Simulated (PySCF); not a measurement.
## Correlation energy of O (oxygen, neutral)

[He] 2s2 2p4, high-spin 3P determinant. Calculation: PySCF 2.14, in 6-31G* (3s2p1d, 14 functions); the non-relativistic Hamiltonian (point nucleus). Frozen: 1s2; 6 electrons correlated.

MP2 pair energies summed by pair of shells (mhartree):

| pair | energy | share (%) |
| --- | --- | --- |
| 2p-2p | -46.25 | 48.7 |
| 2s-2p | -41.84 | 44.1 |
| 2s-2s | -6.89 | 7.3 |

Total MP2 correlation energy: -94.98 mhartree.

Same-spin part -24.44 and opposite-spin part -70.54 mhartree; SCS-MP2 scales them by 1/3 and 6/5 to -92.80 mhartree.

```
  level  correlation energy (mhartree)
   CCSD                        -110.73
    (T)                          -0.84
CCSD(T)                        -111.57
```

Diagnostics: T1 = 0.0051, D1 = 0.0090, largest double amplitude 0.055.

Problem. Is a single reference adequate?

Solution. Yes: T1 lies below 0.03 and no double amplitude reaches 0.07.
